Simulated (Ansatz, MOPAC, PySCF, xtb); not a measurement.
Complex: aminoborane (SMILES BN) (first 6 atoms) with aminoborane (SMILES BN); geometry from B3LYP-D3(BJ)/def2-TZVP, rigid monomers moved along the line of their centres of mass till H5···N8 is 2.81 Å.
(charge 0, multiplicity 1):
```xyz
12

B     -0.7839     0.3552    -0.2907
N      0.4300    -0.1995     0.0779
H     -1.0886     0.4051    -1.4420
H     -1.5094     0.7811     0.5601
H      0.7315    -0.2696     1.0382
H      1.0855    -0.5799    -0.5849
B      0.2596    -0.7178     4.3674
N     -0.0026     0.4450     3.6537
H     -0.4514    -1.6622     4.2135
H      1.1993    -0.7465     5.1013
H      0.5403     1.2876     3.7540
H     -0.7925     0.5547     3.0361
```

Monomers are frozen at their geometry in the pair; levels with a basis set take the counterpoise correction.

The state reached by PM6 isn't checked.

The values were computed with Ansatz (a program for electronic structure) with Gaussian orbitals; MOPAC for PM6 (differences of heats of formation); PySCF for the dispersion terms; xtb for the GFN methods. Values without a source in brackets are computed.

One of these levels gives -2.64 kcal/mol for the interaction energy. Which one is it?
A) PBE-D4/def2-TZVPPD
B) GFN2-xTB
C) PM6
D) GFN-FF

A, PBE-D4/def2-TZVPPD. The others give -1.66 (GFN-FF), -1.04 (PM6), -2.23 (GFN2-xTB)
